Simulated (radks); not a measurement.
The numbers below are computed, except where a source is named.
Yb+, 69 electrons, occupied as [Xe] 4f13 5d1 6p1 (not the ground configuration). Code: a radial shooting solver on a logarithmic mesh with Libxc functionals. Model: Dirac Kohn-Sham, PBE, spin-unpolarised, spherical densities, point nucleus; open shells fill j = l - 1/2 first. Some entries of the table are withheld. Estimate them.

| orbital | occ. | eigenvalue (hartree) | <r^2> (bohr^2) | <1/r> (bohr^-1) |
|---|---|---|---|---|
| 1s1/2 | 2 | -2248.441 | 0.0005298 | 80.67 |
| 2s1/2 | 2 | -381.1627 | 0.008150 | 19.47 |
| 2p1/2 | 2 | (1) | 0.005860 | 19.44 |
| 2p3/2 | 4 | (2) | 0.007073 | 16.69 |
| 3s1/2 | 2 | -86.36093 | 0.05359 | 7.136 |
| 3p1/2 | 2 | -78.59404 | 0.04945 | 7.050 |
| 3p3/2 | 4 | -70.42755 | 0.05620 | 6.345 |
| 3d3/2 | 4 | -57.22735 | 0.04402 | (3) |
| 3d5/2 | 6 | -55.44367 | 0.04588 | (4) |
| 4s1/2 | 2 | -17.44506 | 0.2685 | 2.988 |
| 4p1/2 | 2 | -14.30262 | 0.2793 | 2.878 |
| 4p3/2 | 4 | -12.44960 | 0.3166 | 2.633 |
| 4d3/2 | 4 | -7.28480 | (5) | 2.412 |
| 4d5/2 | 6 | -6.94661 | (6) | 2.352 |
| 5s1/2 | 2 | -2.46060 | 1.603 | 1.121 |
| 5p1/2 | 2 | -1.59400 | 2.034 | 0.9882 |
| 5p3/2 | 4 | -1.35617 | 2.382 | 0.9020 |
| 4f5/2 | 6 | -0.66336 | 0.7084 | 1.801 |
| 4f7/2 | 7 | -0.61225 | 0.7427 | 1.772 |
| 5d3/2 | 1 | -0.33205 | 6.985 | 0.5454 |
| 5d5/2 | 0 | -0.31732 | 7.484 | 0.5261 |
| 6p1/2 | 1 | -0.25436 | (7) | 0.2966 |
| 6p3/2 | 0 | -0.23472 | (8) | 0.2777 |

Answer. 
(1) 2p1/2 eigenvalue (hartree): -363.5391
(2) 2p3/2 eigenvalue (hartree): -325.0600
(3) 3d3/2 <1/r> (bohr^-1): 6.233
(4) 3d5/2 <1/r> (bohr^-1): 6.062
(5) 4d3/2 <r^2> (bohr^2): 0.3540
(6) 4d5/2 <r^2> (bohr^2): 0.3686
(7) 6p1/2 <r^2> (bohr^2): 19.95
(8) 6p3/2 <r^2> (bohr^2): 22.56
